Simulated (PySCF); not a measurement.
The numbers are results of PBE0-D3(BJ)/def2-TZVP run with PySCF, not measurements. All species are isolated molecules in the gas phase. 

Reference species (SMILES): `[SiH3][SiH]1[SiH]=[SiH]1` (neutral, multiplicity 1).

| Property | Value |
|---|---|
| HOMO | -6.07 eV |
| HOMO–LUMO gap | 4.20 eV |

Changed species: `[SiH2]1[SiH]=[SiH][SiH2]1`.

Question: Give the shifts of the HOMO and HOMO–LUMO gap.

Answer: the HOMO falls by 0.08 eV, to -6.15 eV; the HOMO–LUMO gap falls by 0.03 eV, to 4.17 eV.
